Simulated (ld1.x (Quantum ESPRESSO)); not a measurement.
What one change does to a pseudopotential (B, ultrasoft)

```json
{"Element": "B", "Generator": "ld1.x (Quantum ESPRESSO) 7.5", "Type": "ultrasoft", "Functional": "PBE", "Relativity": "scalar-relativistic", "Frozen core": "[He]", "Valence charge": "3", "Reference configuration": "2s1.5 2p0 (charge +1.5)", "Partial waves": "2s (bound): rcut 1.25, rcutus 1.35 bohr; 2s channel at 3.15 Ry: rcut 1.25, rcutus 1.35 bohr; 2p (bound, empty): rcut 1.75, rcutus 2.00 bohr; 2p channel at 1.15 Ry: rcut 1.75, rcutus 2.00 bohr; 3d channel at 0.1 Ry: rc 1.60 bohr", "Local potential": "the d channel", "Core correction": "none", "Augmentation charge": "PSQ, inside the norm-conserving radii"}
```

All-electron outer shells of the reference configuration (PBE, scalar-relativistic, ld1.x):

```tsv
shell	level (eV)	outermost node (bohr)	outermost maximum (bohr)
2s	-25.39	0.46	1.41
2p	-19.26	–	1.32
```

Change: waves 2s (bound): rcut 1.08, rcutus 1.14 bohr; 2s channel at 3.15 Ry: rcut 1.08, rcutus 1.14 bohr.

Cutoffs: the cutoffs (Ry, on a coarse ladder) from which the occupation-weighted sum of valence levels, in a spherical-Bessel basis at the reference potential, stays within 10 and 1 mRy of its value at 400 Ry; they do not see the model core or the augmentation charge, which bear on the density cutoff. Errors are all-electron minus pseudo energies relative to the spin-unpolarised reference configuration.

How do hardness, ghosts and transferability respond?

The potential gets harder (12 Ry and 21 Ry → 21 Ry and 30 Ry); of the 7 tests that both files solve, the error grows in 5 and shrinks in 0 by more than 15 % and 0.3 meV (median size 51.8 → 80.4 meV); neither file shows a bound ghost. A smaller radius makes the pseudo-wave follow the all-electron one further in, where it bends more sharply, so more plane waves are needed. That the errors move this way runs against the usual rule that smaller radii transfer better.

```tsv
quantity	base	changed
cutoff, loose	12 Ry	21 Ry
cutoff, tight	21 Ry	30 Ry
bound ghosts	none	none
error for 2s2 2p1, meV [ΔE -19.43 eV]	+57	+80
error for 2s2 2p0, meV [ΔE -11.21 eV]	+3.7	+3.6
error for 2s1 2p0, meV [ΔE 14.21 eV]	+8.4	+7.9
error for 2s2 2p0.5, meV [ΔE -16.54 eV]	+30	+39
error for 2s0 2p3, meV [ΔE -7.71 eV]	+184	+365
error for 2s1 2p1, meV [ΔE -5.07 eV]	+52	+109
error for 2s1 2p2, meV [ΔE -13.58 eV]	+114	+206
s: phases at 2.19 bohr within 0.05 rad from the reference energy up to (Ry; the scan ends near 5)	to the end of the scan	to the end of the scan
p: phases at 2.19 bohr within 0.05 rad from the reference energy up to (Ry; the scan ends near 5)	1.9	1.9
d: phases at 2.19 bohr within 0.05 rad from the reference energy up to (Ry; the scan ends near 5)	to the end of the scan	to the end of the scan
lowest overlap eigenvalue by channel	s 0.54, p 0.36	s 0.54, p 0.36
```
